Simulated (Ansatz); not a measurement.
Hg₄S₃, 7 atoms. Hardware: 4 threads of Arm Neoverse V2 on a shared host.

In the def2 sets Hg takes a core potential; there is no spin–orbit coupling. Correlated methods freeze 15 core orbitals; core or outer-core shells of Hg are correlated, in sets that lack core-valence functions.

(1) How many basis functions does each of these Ansatz runs have, and roughly what does it cost? PBE0-D4/def2-TZVP, charge 0 singlet, energy, from earlier orbitals; PBE-D4/def2-TZVP, charge 0 singlet, energy and forces, from earlier orbitals; r2SCAN0-D4/def2-TZVP, charge 0 singlet, energy, from earlier orbitals; r2SCAN-D4/def2-TZVP, charge 0 singlet, energy, from earlier orbitals; PBE-D4/def2-SVP, charge 0 singlet, energy, from earlier orbitals; r2SCAN-D4/def2-SVP, charge 0 singlet, relaxation, 14 steps; MP2/def2-TZVP, charge 0 singlet, energy, from earlier orbitals; LDA (SPW92)/def2-TZVP, charge 0 singlet, energy, from earlier orbitals; PBE0-D4/def2-SVP, charge 0 singlet, energy, from earlier orbitals; HF/def2-TZVP, charge 0 singlet, energy, from earlier orbitals; RPA@PBE/def2-TZVP, charge 0 singlet, energy, from earlier orbitals.

Results:

(1) Other jobs shared the machine, so times can vary by a factor of up to 3. A dash marks memory too small to be measured apart from the calling script's.

| run | functions | fitting or Cholesky vectors | wall time | peak host memory (GiB) |
| --- | --- | --- | --- | --- |
| PBE-D4/def2-SVP, charge 0 singlet, energy, from earlier orbitals | 182 | 1867 | 3.2 s | – |
| LDA (SPW92)/def2-TZVP, charge 0 singlet, energy, from earlier orbitals | 283 | 2343 | 3.2 s | 0.61 |
| PBE0-D4/def2-SVP, charge 0 singlet, energy, from earlier orbitals | 182 | 1780 | 6 s | 0.64 |
| PBE-D4/def2-TZVP, charge 0 singlet, energy and forces, from earlier orbitals | 283 | 2343 | 7.5 s | 0.62 |
| HF/def2-TZVP, charge 0 singlet, energy, from earlier orbitals | 283 | 3130 | 12 s | 1.6 |
| MP2/def2-TZVP, charge 0 singlet, energy, from earlier orbitals | 283 | 2140 | 13 s | 1.1 |
| r2SCAN-D4/def2-TZVP, charge 0 singlet, energy, from earlier orbitals | 283 | 2343 | 16 s | 0.68 |
| PBE0-D4/def2-TZVP, charge 0 singlet, energy, from earlier orbitals | 283 | 2589 | 16 s | 1.4 |
| RPA@PBE/def2-TZVP, charge 0 singlet, energy, from earlier orbitals | 283 | 2140 | 21 s | 1.1 |
| r2SCAN0-D4/def2-TZVP, charge 0 singlet, energy, from earlier orbitals | 283 | 2589 | 22 s | 1.5 |
| r2SCAN-D4/def2-SVP, charge 0 singlet, relaxation, 14 steps | 182 | 1867 | 78 s | – |
